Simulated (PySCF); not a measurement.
Magnetic shielding above rings: a mixed set.

NICS = −σ at a ghost point: NICS(0) at the centroid of the ring atoms, NICS(1) 1 Å to either side along the normal of their mean plane, zz for the tensor component along that normal. Level: GIAO PBE0/pcSseg-1 (PySCF, non-relativistic, gas phase) on the GFN2-xTB geometries, one conformer each. Atom numbers follow the mapped SMILES.

**Question.** Order these rings by mean NICS(1)zz, lowest (most negative) first (ppm).
A. ring C2–C3–O4–C5–P6 in `[CH3:1][c:2]1[cH:3][o:4][cH:5][p:6]1`
B. ring C2–C3–C4–C5–C6 in `[OH:1][CH:2]1[CH2:3][CH2:4][CH2:5][CH2:6]1`
C. ring C2–C3–C4–C5–O10 in `[OH:1][c:2]1[cH:3][cH:4][c:5]([C:6]([F:7])([F:8])[F:9])[o:10]1`
D. ring C4–C5–C6–Si7 in `[CH3:1][N:2]([CH3:3])[C@@H:4]1[CH:5]=[CH:6][Si@@H:7]1[C:8]#[N:9]`
E. ring C3–N4–N5–C6–C7–C8 in `[CH3:1][CH2:2][c:3]1[n:4][n:5][cH:6][cH:7][c:8]1[SiH3:9]`
F. ring C3–P4–C5–P6–C7–P10 in `[CH3:1][S:2][c:3]1[p:4][cH:5][p:6][c:7]([S:8][CH3:9])[p:10]1`
G. ring C4–C5–C6–N7–C8–C9 in `[N:1]#[C:2][SiH2:3][C@@H:4]1[CH2:5][CH:6]=[N:7][CH2:8][CH2:9]1`

**Answer.** E (-27.1), A (-25.8), C (-21.6), F (-17.1), B (-3.7), G (0.3), D (2.7).

```
                    SMILES                                                      ring  NICS(0)  NICS(1)  NICS(1)zz  HOMA  rms pucker (Å)  ring atoms with four or more neighbours
          CCc1nnccc1[SiH3]       6-membered ring with 2 N; formal bonds all aromatic     -4.9    -11.2      -27.1  0.97            0.00                                        0
                  Cc1cocp1   5-membered ring with O and P; formal bonds all aromatic    -11.5    -10.9      -25.8  0.46            0.00                                        0
        Oc1ccc(C(F)(F)F)o1         5-membered ring with O; formal bonds all aromatic    -11.9     -9.0      -21.6  0.40            0.00                                        0
            CSc1pcpc(SC)p1       6-membered ring with 3 P; formal bonds all aromatic     -4.8     -7.9      -17.1  0.75            0.00                                        0
                  OC1CCCC1            5-membered carbocycle; formal bonds all single     -5.0     -4.0       -3.7     –            0.18                                        5
   N#C[SiH2][C@@H]1CC=NCC1   6-membered ring with N; formal bonds 1 double, 5 single      0.7     -2.0        0.3     –            0.20                                        4
CN(C)[C@@H]1C=C[Si@@H]1C#N  4-membered ring with Si; formal bonds 1 double, 3 single      1.2     -2.7        2.7     –            0.01                                        2
```

NICS(0) gives another order. The isotropic NICS(1) gives another order. Over the 4 rings with a HOMA value its correlation coefficient with NICS(1)zz is -0.16. HOMA uses Krygowski's 1993 parameters; it is left out where a ring has a four-coordinate atom, a triple bond, no multiple bond or a kind of bond without parameters. NICS(1) and NICS(1)zz are means over the two faces.
